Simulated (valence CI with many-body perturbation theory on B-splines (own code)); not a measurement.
## Ne3+: electric-dipole lines

Method: valence CI with perturbative core correlation (CI+MBPT): five valence electrons over a frozen Dirac-Fock core [He], a basis of 9 s, 9 p, 8 d, 6 f, 3 g, 1 h functions for each j, with the one-electron correlation potential Σ1, the two-electron term Σ2, the three-electron term Σ3, Breit, model QED; selected CI, second order for the rest, scaled by the run's own slope (own B-spline code, finite nucleus).

Set against measurement, 12 paired levels are off by 131 cm⁻¹ on average, the worst by 211. These come from a selection out of Moore, Atomic Energy Levels, vol. I, NSRDS-NBS 35 (1971 reprint of NBS Circular 467, 1949), an old analysis. Levels without a partner in it may be off by more. Among the levels kept, up to 1300 cm⁻¹ of a level comes from second order outside the variational space, and about a tenth of that is noise between levels of different J, which matters for small intervals.

Lines 201 to 250 of 277 in falling wavelength, among levels below 596493 cm⁻¹, chosen from the strongest by gf and those to the six lowest levels. Wavelengths and rates use the calculated energies, so an error of 100 cm⁻¹ moves a line at 209.0 Å by 0.021 % and its rate by three times that or more. Electric multipoles are in the length gauge, E1 and E2 with the static RPA response of the core. Weak lines are less certain than strong ones. Lines between different terms over intervals too small for the method are left out, as are lines whose strength nearly cancels. Where a level lies close to another of its J and parity, the split of strength between their lines is uncertain. The highest levels of a list are the least certain.

Names give the largest LS component (configuration and term), which can be under half, so a name can repeat, a term be missing and a line seem to break the LS rules; names also repeat where a configuration has a term twice.

| λ vac (Å) | λ from measured levels | Upper | Lower | A (s⁻¹) | S (a.u.) |
| --- | --- | --- | --- | --- | --- |
| 222.7 |  | 2s²2p²3s ²D_3/2 | 2s²2p³ ²P°_3/2 | 7.74e+08 | 1.69e-02 |
| 222.7 |  | 2s²2p²3s ²D_3/2 | 2s²2p³ ²P°_1/2 | 2.50e+09 | 5.46e-02 |
| 212.7 |  | 2s²2p²3s ²D_5/2 | 2s²2p³ ²D°_3/2 | 6.91e+08 | 1.97e-02 |
| 212.7 |  | 2s²2p²3s ²D_3/2 | 2s²2p³ ²D°_3/2 | 7.91e+09 | 1.50e-01 |
| 212.6 |  | 2s²2p²3s ²D_5/2 | 2s²2p³ ²D°_5/2 | 8.26e+09 | 2.35e-01 |
| 212.6 |  | 2s²2p²3s ²D_3/2 | 2s²2p³ ²D°_5/2 | 7.64e+08 | 1.45e-02 |
| 209.0 | 208.9 | 2s²2p²3s ⁴P_1/2 | 2s²2p³ ⁴S°_3/2 | 6.69e+09 | 6.02e-02 |
| 208.8 | 208.7 | 2s²2p²3s ⁴P_3/2 | 2s²2p³ ⁴S°_3/2 | 6.69e+09 | 1.20e-01 |
| 208.6 | 208.5 | 2s²2p²3s ⁴P_5/2 | 2s²2p³ ⁴S°_3/2 | 6.70e+09 | 1.80e-01 |
| 207.0 |  | 2s²2p²3s ²S_1/2 | 2s²2p³ ²P°_3/2 | 7.60e+09 | 6.65e-02 |
| 207.0 |  | 2s²2p²3s ²S_1/2 | 2s²2p³ ²P°_1/2 | 3.97e+09 | 3.47e-02 |
| 204.8 |  | 2s²2p²3s ²P_1/2 | 2s²2p³ ⁴S°_3/2 | 9.26e+05 | 7.85e-06 |
| 204.5 |  | 2s²2p²3s ²P_3/2 | 2s²2p³ ⁴S°_3/2 | 1.39e+06 | 2.35e-05 |
| 198.3 |  | 2s²2p²3s ²S_1/2 | 2s²2p³ ²D°_3/2 | 4.09e+06 | 3.15e-05 |
| 196.1 |  | 2s²2p²3d ⁴F_3/2 | 2s²2p³ ²P°_3/2 | 6.98e+05 | 1.04e-05 |
| 196.1 |  | 2s²2p²3d ⁴F_3/2 | 2s²2p³ ²P°_1/2 | 1.83e+06 | 2.73e-05 |
| 196.0 |  | 2s²2p²3d ⁴F_5/2 | 2s²2p³ ²P°_3/2 | 1.36e+05 | 3.04e-06 |
| 195.4 |  | 2s²2p²3s ²D_5/2 | 2s²2p³ ⁴S°_3/2 | 7.52e+05 | 1.66e-05 |
| 195.4 |  | 2s²2p²3s ²D_3/2 | 2s²2p³ ⁴S°_3/2 | 1.45e+05 | 2.14e-06 |
| 194.8 |  | 2s²2p²3d ²P_3/2 | 2s²2p³ ²P°_3/2 | 1.64e+10 | 2.40e-01 |
| 194.8 |  | 2s²2p²3d ²P_3/2 | 2s²2p³ ²P°_1/2 | 3.78e+09 | 5.51e-02 |
| 194.6 |  | 2s²2p²3d ²P_1/2 | 2s²2p³ ²P°_3/2 | 5.38e+09 | 3.91e-02 |
| 194.6 |  | 2s²2p²3d ²P_1/2 | 2s²2p³ ²P°_1/2 | 1.05e+10 | 7.65e-02 |
| 194.4 |  | 2s²2p²3d ⁴D_3/2 | 2s²2p³ ²P°_3/2 | 1.12e+09 | 1.62e-02 |
| 194.4 |  | 2s²2p²3d ⁴D_3/2 | 2s²2p³ ²P°_1/2 | 2.87e+08 | 4.17e-03 |
| 194.4 |  | 2s²2p²3d ⁴D_5/2 | 2s²2p³ ²P°_3/2 | 1.91e+06 | 4.16e-05 |
| 194.4 |  | 2s²2p²3d ⁴D_1/2 | 2s²2p³ ²P°_3/2 | 2.43e+09 | 1.76e-02 |
| 194.4 |  | 2s²2p²3d ⁴D_1/2 | 2s²2p³ ²P°_1/2 | 4.76e+09 | 3.45e-02 |
| 193.6 |  | 2s²2p²3d ⁴P_5/2 | 2s²2p³ ²P°_3/2 | 1.04e+07 | 2.24e-04 |
| 193.5 |  | 2s²2p²3d ⁴P_3/2 | 2s²2p³ ²P°_3/2 | 7.21e+06 | 1.03e-04 |
| 193.5 |  | 2s²2p²3d ⁴P_3/2 | 2s²2p³ ²P°_1/2 | 7.44e+06 | 1.06e-04 |
| 193.5 |  | 2s²2p²3d ⁴P_1/2 | 2s²2p³ ²P°_3/2 | 2.61e+06 | 1.86e-05 |
| 193.5 |  | 2s²2p²3d ⁴P_1/2 | 2s²2p³ ²P°_1/2 | 3.76e+06 | 2.69e-05 |
| 193.4 |  | 2s²2p²3d ²F_5/2 | 2s²2p³ ²P°_3/2 | 6.35e+04 | 1.36e-06 |
| 190.8 |  | 2s²2p²3d ²D_3/2 | 2s²2p³ ²P°_3/2 | 5.76e+09 | 7.90e-02 |
| 190.7 |  | 2s²2p²3d ²D_3/2 | 2s²2p³ ²P°_1/2 | 2.30e+10 | 3.15e-01 |
| 190.7 |  | 2s²2p²3d ²D_5/2 | 2s²2p³ ²P°_3/2 | 2.75e+10 | 5.65e-01 |
| 188.2 |  | 2s²2p²3d ⁴F_3/2 | 2s²2p³ ²D°_3/2 | 1.08e+07 | 1.43e-04 |
| 188.2 |  | 2s²2p²3d ⁴F_3/2 | 2s²2p³ ²D°_5/2 | 9.52e+04 | 1.25e-06 |
| 188.2 |  | 2s²2p²3d ⁴F_5/2 | 2s²2p³ ²D°_3/2 | 1.71e+07 | 3.38e-04 |
| 188.2 |  | 2s²2p²3d ⁴F_5/2 | 2s²2p³ ²D°_5/2 | 9.17e+06 | 1.81e-04 |
| 188.1 |  | 2s²2p²3d ⁴F_7/2 | 2s²2p³ ²D°_5/2 | 2.86e+07 | 7.52e-04 |
| 187.0 |  | 2s²2p²3d ²P_3/2 | 2s²2p³ ²D°_3/2 | 1.11e+09 | 1.43e-02 |
| 187.0 |  | 2s²2p²3d ²P_3/2 | 2s²2p³ ²D°_5/2 | 4.83e+09 | 6.24e-02 |
| 186.9 |  | 2s²2p²3d ²P_1/2 | 2s²2p³ ²D°_3/2 | 3.74e+09 | 2.41e-02 |
| 186.7 |  | 2s²2p²3d ⁴D_3/2 | 2s²2p³ ²D°_3/2 | 1.12e+08 | 1.44e-03 |
| 186.7 |  | 2s²2p²3d ⁴D_5/2 | 2s²2p³ ²D°_3/2 | 5.66e+07 | 1.09e-03 |
| 186.7 |  | 2s²2p²3d ⁴D_3/2 | 2s²2p³ ²D°_5/2 | 2.85e+08 | 3.66e-03 |
| 186.7 |  | 2s²2p²3d ⁴D_5/2 | 2s²2p³ ²D°_5/2 | 6.38e+05 | 1.23e-05 |
| 186.7 |  | 2s²2p²3d ⁴D_1/2 | 2s²2p³ ²D°_3/2 | 1.57e+09 | 1.01e-02 |
